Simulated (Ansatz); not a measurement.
One geometry of the cluster Li4F4, several levels of theory.

```yaml
crystal:
  periodic: [false, false, false]
  atoms:
    - {symbol: Li, position_ang: [-1.847167, 1.037125, -0.341944]}
    - {symbol: Li, position_ang: [-0.901846, -1.069010, 1.630706]}
    - {symbol: Li, position_ang: [0.903071, 1.072149, -1.627964]}
    - {symbol: Li, position_ang: [1.845685, -1.040325, 0.339100]}
    - {symbol: F, position_ang: [-2.040755, -0.024494, 0.954487]}
    - {symbol: F, position_ang: [0.702122, -1.563783, 1.463226]}
    - {symbol: F, position_ang: [2.039602, 0.021146, -0.957519]}
    - {symbol: F, position_ang: [-0.700712, 1.567201, -1.460081]}
basis:
  gaussian: {orbitals: def2-TZVP, initial_orbitals: start.molden}
hamiltonian: {xc: {name: B97M-V}}
scf: {omitted_lower_state_checks: [starts]}
output: {orbitals: {seedname: orbitals}}
```

The file start.molden holds the orbitals of an earlier run on this structure, at another level or in another basis.

```sh
$ ansatz run in.yaml --threads 4 --pin off --events-out ev --progress --plain --max-ram 3916MiB
```

Shortened log:

```
Functional definition: B97M-V
1140 factors; their error is unknown
mean field evaluation 1: about -11702.7191 eV, gradient 1.9e1 eV
mean field evaluation 2: about -11702.8981 eV, gradient 2.3e-1 eV
mean field evaluation 4: about -11702.8993 eV, gradient 5.0e-4 eV
mean field -11702.89925372 eV, -430.0736150643 hartree, gradient 1.6e-5 eV, S^2 0.000000; 0 other end points of the search recorded, 0 dependent functions left out
reference -11702.89934764 eV, -430.0736185155 hartree; 24, 24 occupied and 156, 156 virtual orbitals, 1140 factors
Total energy: -11702.89934764 eV, -430.0736185155 hartree
Checks for a lower state left out: starts
```

It took 5.5 s on 4 threads of Arm Neoverse V2 on a shared host.

As the first input, with `hamiltonian: {xc: {name: r2SCANh}, dispersion: d4}`, `output: {forces: true, orbitals: {seedname: orbitals}}` (abridged; 3.2 s):

```
Functional definition: r2SCANh
mean field -11698.66062410 eV, -429.9178482986 hartree, gradient 2.1e-5 eV, S^2 0.000000
Total energy: -11698.68918324 eV, -429.9188978276 hartree
Atom 0 force    -0.096886     0.055616    -0.018083 eV/Å
Atom 1 force    -0.047006    -0.056322     0.085198 eV/Å
Atom 2 force     0.047872     0.055146    -0.085235 eV/Å
Atom 3 force     0.097857    -0.054331     0.017962 eV/Å
Atom 4 force    -0.059734    -0.000951     0.028342 eV/Å
Atom 5 force     0.019860    -0.045846     0.042434 eV/Å
Atom 6 force     0.058853     0.001349    -0.027870 eV/Å
Atom 7 force    -0.020816     0.045338    -0.042750 eV/Å
Dipole moment:    -0.000428    -0.000089    -0.000157 e Å
Checks for a lower state left out: starts
```

First input, but with `hamiltonian: {xc: {name: CAM-B3LYP}, dispersion: d4}` (abridged; 1.6 s):

```
Functional definition: CAM-B3LYP
mean field -11701.29318400 eV, -430.0145930906 hartree, gradient 5.6e-5 eV, S^2 0.000000
Total energy: -11701.38284106 eV, -430.0178879269 hartree
Checks for a lower state left out: starts
```

As the first input, with `hamiltonian: {xc: pbe}`, `correlation: {method: rpa}` and without the key `output` (abridged; 3 s):

```
Functional definition: PBE
mean field -11691.48422518 eV, -429.6541205029 hartree, gradient 2.4e-6 eV, S^2 0.000000
4 core orbitals not correlated: weight in the atoms' cores, before any rotation towards them, 1.000 or more for the frozen orbitals, at most 0.000 for the correlated occupied ones
Total energy: -11701.17473592 eV, -430.0102402039 hartree
Checks for a lower state left out: starts
```

First input, but with `hamiltonian: {xc: {name: wB97X-V}}` (abridged; 4.1 s):

```
Functional definition: wB97X-V
mean field -11700.08818461 eV, -429.9703101799 hartree, gradient 1.8e-5 eV, S^2 0.000000
Total energy: -11700.08818142 eV, -429.9703100626 hartree
Checks for a lower state left out: starts
```

First input, but with `gaussian: {orbitals: def2-TZVPD, initial_orbitals: start.molden}`, `hamiltonian: {xc: pbe0, dispersion: d4}` (abridged; 2.5 s):

```
Functional definition: PBE0
mean field -11691.93822651 eV, -429.6708047440 hartree, gradient 6.2e-6 eV, S^2 0.000000
Total energy: -11692.02406748 eV, -429.6739593415 hartree
Checks for a lower state left out: starts
```

Geometry: PBE-D4/def2-SVP.

Correlated methods freeze 4 core orbitals; core or outer-core shells of Li are correlated, in sets that lack core-valence functions. The structure comes from a short search, and lower isomers may exist.
